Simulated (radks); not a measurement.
Values are calculated unless marked as measured or tabulated.
Neutral niobium inside a hard spherical wall (all orbitals vanish at R), configuration held at [Kr] 4d4 5s1 and not refilled when levels cross. Code: a radial shooting solver on a logarithmic mesh with Libxc functionals. Model: scalar-relativistic Kohn-Sham, PBE, spin-unpolarised, spherical densities, finite nucleus; Fermi nuclear charge, rms radius 4.324 fm. Eigenvalues in eV, with the zero of energy where the potential of the charges vanishes at infinity; a dash marks a level that is unbound or too diffuse for the functional's potential to be trusted. A positive occupied level is held by the wall or, in an anion where self-interaction has pushed it up, behind a barrier. The pressure on the wall is -dE/dV.

| R (bohr) | E (hartree) | kinetic (hartree) | e(4s) | e(4p) | e(5s) | e(4d) | e(5p, empty) | e(6s, empty) | pressure (GPa) |
|---|---|---|---|---|---|---|---|---|---|
| free | -3819.56357 | 3932.629 | -58.392 | -34.521 | -3.982 | -3.040 | -1.111 | - | 0 |
| 20 | -3819.56357 | 3932.629 | -58.392 | -34.521 | -3.982 | -3.040 | -1.110 | 0.056 | < 0.0001 |
| 15 | -3819.56357 | 3932.630 | -58.391 | -34.520 | -3.981 | -3.039 | -1.098 | 0.368 | < 0.0001 |
| 12 | -3819.56342 | 3932.631 | -58.374 | -34.503 | -3.968 | -3.024 | -1.034 | 1.060 | 0.00257 |
| 10 | -3819.56240 | 3932.640 | -58.296 | -34.426 | -3.906 | -2.955 | -0.848 | 2.302 | 0.0275 |
| 8 | -3819.55499 | 3932.688 | -57.940 | -34.075 | -3.594 | -2.645 | -0.195 | 5.468 | 0.312 |
| 5 | -3819.37883 | 3933.438 | -54.367 | -30.629 | 0.696 | 0.542 | 6.309 | 27.335 | 18.8 |
| 4 | -3818.98353 | 3934.854 | -50.165 | -26.649 | 8.094 | 4.758 | 16.255 | 54.889 | 103 |
| 3 | -3817.30411 | 3940.832 | -40.316 | -17.043 | 33.419 | 16.523 | 47.259 | 129.49 | 910 |
| 2 | -3805.34483 | 3980.479 | -3.071 | 23.550 | 158.00 | 67.529 | 183.09 | 411.44 | 18100 |
| 1.5 | -3772.40872 | 4073.897 | 75.297 | 110.21 | 406.04 | 167.60 | 437.03 | 897.76 | 130000 |
